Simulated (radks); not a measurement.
Q: The mean radii <r> (bohr) of the occupied orbitals of an atom or ion are listed with their occupations. Method: scalar-relativistic Kohn-Sham, LDA (Slater exchange, VWN5 correlation), spin-polarised, spherical densities, finite nucleus; Fermi nuclear charge, rms radius of each element as measured or else 0.836 A^(1/3) + 0.57 fm; computed with a radial shooting solver on a logarithmic mesh with Libxc functionals.

orbital  occ.      <r>
1s          2  0.01900
2s          2  0.08026
2p          6  0.07155
3s          2   0.2048
3p          6   0.2034
3d         10   0.1830

Name the element and its charge. Open shells, if any, are filled with parallel spins first.

A: Z = 72, hafnium, charge +44: Hf44+ in [Ar] 3d10. The 1s radius gives Z: for a bare nucleus <r> = (2 gamma + 1)/(2Z) with gamma = sqrt(1 - (Z/c)^2), 0.01876 bohr for Z = 72, and screening makes it slightly larger (0.01900 here). The occupations add up to 28, and the charge is Z minus that.
